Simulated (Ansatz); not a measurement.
Compare A (`N#COC(F)[SiH3]`) with its isomer B (`CO[SiH](F)C#N`).

Computed with Ansatz on PBE0-D4/def2-TZVP structures; ΔE is electronic, products minus reactants. CCSD(T)/CBS is the MP2 limit (def2-TZVPP, def2-QZVPP) plus CCSD(T) − MP2 in def2-TZVPP, frozen cores. Functionals use def2-TZVPP. Each species was taken in one conformer, which may not be the lowest.

Question: Which is lower in electronic energy at CCSD(T)/CBS, and by how much? (Estimate.)

Answer: Computed: B, by 461.6 kJ/mol.

Question: Give E(B) − E(A) in kJ/mol with CCSD(T)/def2-TZVPP, CCSD/def2-TZVPP, MP2/def2-TZVPP, B2PLYP, HF/def2-TZVPP, ωB97M-V, PBE-D4. (An estimate is asked.)

Answer: Ansatz gave: CCSD(T)/def2-TZVPP -452.4, CCSD/def2-TZVPP -457.5, MP2/def2-TZVPP -470.5, B2PLYP -451.2, HF/def2-TZVPP -466.4, ωB97M-V -444.2, PBE-D4 -404.9. None reverses the order clearly.

Largest T1 diagnostic: 0.014.

From PBE to PBE0 (25 % exact exchange), in def2-TZVPP and without D4, E(B) − E(A) moves by −17.7 kJ/mol.
